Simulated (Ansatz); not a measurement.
Calculated with Ansatz (gas phase, PBE0-D4/def2-TZVP geometries, no zero-point term in ΔE). CCSD(T)/CBS adds triple-zeta CCSD(T) − MP2 to the extrapolated MP2 energy (def2 sets, frozen cores). This one scheme is used for every species. Functionals use def2-TZVPP. HSE06 is defined as in plane-wave codes. For Ge outer-core shells are correlated without core-valence functions, which leaves a few kJ/mol of doubt a bond. Scalar relativity is left out up to krypton. Each species was taken in one conformer, which may not be the lowest.

`[F][Ge]([F])([SH])[Cl]` → F₂ + `[SH][Ge][Cl]`  (germylene formation by 1,1-elimination)

`[F][Ge]([F])([SH])[Cl]`:

```xyz
6

F    -1.786   -0.350    0.988
Ge   -0.199   -0.155    0.378
F     0.594   -1.641    0.698
S    -0.363    0.270   -1.748
Cl    0.808    1.309    1.518
H     0.946    0.567   -1.833
```

F₂:

```xyz
2

F    -0.139    0.547   -0.394
F     0.139   -0.547    0.394
```

`[SH][Ge][Cl]`:

Cartesian coordinates in Å:
```
S 0.752 -0.880 0.896
Ge -0.326 -0.815 -1.065
Cl -0.961 1.289 -1.052
H 0.535 0.406 1.220
```

```json
{"level": "B97M-V", "ΔE (kJ/mol)": "703.8", "difference from CCSD(T)/CBS": "-6.8"}
{"level": "HSE06-D4", "ΔE (kJ/mol)": "695.1", "difference from CCSD(T)/CBS": "-15.5"}
{"level": "HSE06", "ΔE (kJ/mol)": "690.8", "difference from CCSD(T)/CBS": "-19.8"}
{"level": "HF/def2-SVP", "ΔE (kJ/mol)": "746.7", "difference from CCSD(T)/CBS": "36.1"}
{"level": "CCSD/def2-SVP", "ΔE (kJ/mol)": "706.9", "difference from CCSD(T)/CBS": "-3.7"}
{"level": "MP2/def2-TZVPP", "ΔE (kJ/mol)": "758.6", "difference from CCSD(T)/CBS": "48.0"}
{"level": "CCSD/def2-TZVPP", "ΔE (kJ/mol)": "726.7", "difference from CCSD(T)/CBS": "16.1"}
{"level": "SCS-MP2/def2-QZVPP", "ΔE (kJ/mol)": "736.9", "difference from CCSD(T)/CBS": "26.3"}
{"level": "HF/CBS(def2)", "ΔE (kJ/mol)": "768.7", "difference from CCSD(T)/CBS": "58.1"}
{"level": "CCSD/CBS(def2)", "ΔE (kJ/mol)": "720.2", "difference from CCSD(T)/CBS": "9.6"}
{"level": "CCSD(T)/CBS", "ΔE (kJ/mol)": "710.6", "difference from CCSD(T)/CBS": "0"}
```

Problem. What do rigid-rotor, harmonic-oscillator terms from PBE0-D4/def2-TZVP frequencies (298.15 K, 1 bar) make of the CCSD(T)/CBS value? (Best estimate.)

Solution. Ansatz gave: ΔZPE = -7.1 kJ/mol, ΔH = +705.2 kJ/mol, ΔS = 145 J/(mol·K), ΔG = +662.0 kJ/mol.

Largest T1 diagnostic among the species: 0.014.

Leaving LDA and LC-ωPBE aside and taking each functional with its dispersion term where it has one, the values, not all of them listed here, spread over 116.5 kJ/mol, from BLYP-D4 to PBE-QIDH. LDA lies +52.0 kJ/mol from PBE without D4. In def2-TZVPP, CCSD(T) changes the Hartree–Fock value by −45.5 kJ/mol (the triples alone add −9.7 kJ/mol) and MP2 by −4.0 kJ/mol.
